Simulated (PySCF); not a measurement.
One of the candidates below gave these computed data.

All candidates are C5H7N3S.

* NMR, other nuclei: isotropic shieldings of nuclei other than C and H, by class: -266 (1 N), -146 (1 N), -137 (1 N), 475 (1 S) ppm [GIAO PBE0/pcSseg-1]
* UV, strongest line: among the 8 lowest singlet transitions: S6 at 5.27 eV (235 nm, f = 0.260) [TDDFT CAM-B3LYP/def2-SVPD]
* UV, first state: lowest singlet excitation: 3.55 eV (350 nm, f = 0.005) [TDDFT CAM-B3LYP/def2-SVPD]
* 1H NMR: chemical shifts (computed TMS as zero) by class: 7.12 (1 H), 2.85 (3 H), 2.79 (3 H) ppm [GIAO PBE0/pcSseg-1]
* Triplet: lowest triplet excitation (Tamm–Dancoff): 2.62 eV [TDA CAM-B3LYP/def2-SVPD]
* Rotational structure: rotational constants A, B, C: 3.498, 0.905, 0.725 GHz [GFN2-xTB]
* Dipole: 3.72 D [CAM-B3LYP/def2-SVPD]
* 13C NMR: chemical shifts (computed TMS as zero) by class: 170.3 (1 C), 158.2 (1 C), 120.0 (1 C), 23.8 (1 C), 19.3 (1 C) ppm [GIAO PBE0/pcSseg-1]

The electronic properties come from PySCF, for the isolated species, density fitting. Levels stand in brackets. Geometry: GFN2-xTB, one conformer, isolated molecule. NMR classes are plain means over equivalent atoms (diastereotopic ones count apart unless rotation or inversion swaps them), as if these changed places fast.

Question: Which candidate is it?
A. `CSc1cc(C)nnn1`
B. `C/C=N/c1sncc1N`
C. `C=NCc1sncc1N`

Answer: A. It is `CSc1cc(C)nnn1`. Numbering: `[CH3:1][S:2][c:3]1[cH:4][c:5]([CH3:6])[n:7][n:8][n:9]1`. Its formula, C5H7N3S, gives 4 degrees of unsaturation: 1 ring and 3 π bonds in the structure found (Kekulé form). 5 carbons fall into 5 classes; from least to most shielded: substituted aromatic carbon [C3] (170.3 ppm), substituted aromatic carbon [C5] (158.2 ppm), aromatic CH carbon [C4] (120.0 ppm), benzylic-type carbon [C6] (23.8 ppm), S-methyl carbon [C1] (19.3 ppm). Hydrogen classes from least to most shielded: 1 H on an aromatic CH carbon, C4 (7.12 ppm), 3 H on an S-methyl carbon, C1 (2.85 ppm, a mean of values up to 1.0 ppm apart in this geometry), 3 H on a benzylic-type carbon, C6 (2.79 ppm). The other shieldings belong to: -266 ppm, pyridine-type nitrogen [N8]; -146 ppm, pyridine-type nitrogen [N7]; -137 ppm, pyridine-type nitrogen [N9]; 475 ppm, sulfide sulfur [S2]. The optimised geometry has point group Cs and is an asymmetric top.

The others, at the same levels:
- `C/C=N/c1sncc1N` fails: its computed 13C shifts are 155.1 (1 C), 154.3 (1 C), 152.5 (1 C), 144.3 (1 C), 27.1 (1 C) ppm, 1H shifts are 8.02 (1 H), 7.80 (1 H), 3.92 (2 H), 2.26 (3 H) ppm and rotational constant A is 2.445 GHz (against 3.498 GHz).
- `C=NCc1sncc1N` fails: its computed lowest singlet excitation is 4.67 eV (266 nm, f = 0.086) (against 3.55 eV), lowest triplet excitation (Tamm–Dancoff) is 3.34 eV (against 2.62 eV) and rotational constant A is 2.443 GHz (against 3.498 GHz).

Each candidate is one conformer, not necessarily the lowest. The conformers computed, where there is a choice (atom-mapped SMILES and torsion angles):
- `[CH3:1][S:2][c:3]1[cH:4][c:5]([CH3:6])[n:7][n:8][n:9]1`: C1–S2–C3–C4 180°
- `[CH3:1]/[CH:2]=[N:3]/[c:4]1[s:5][n:6][cH:7][c:8]1[NH2:9]`: C2–N3–C4–S5 4°, H–N9–C8–C7 167°, H–N9–C8–C7 29°
- `[CH2:1]=[N:2][CH2:3][c:4]1[s:5][n:6][cH:7][c:8]1[NH2:9]`: C1–N2–C3–C4 122°, N2–C3–C4–S5 -137°, H–N9–C8–C7 162°, H–N9–C8–C7 29°
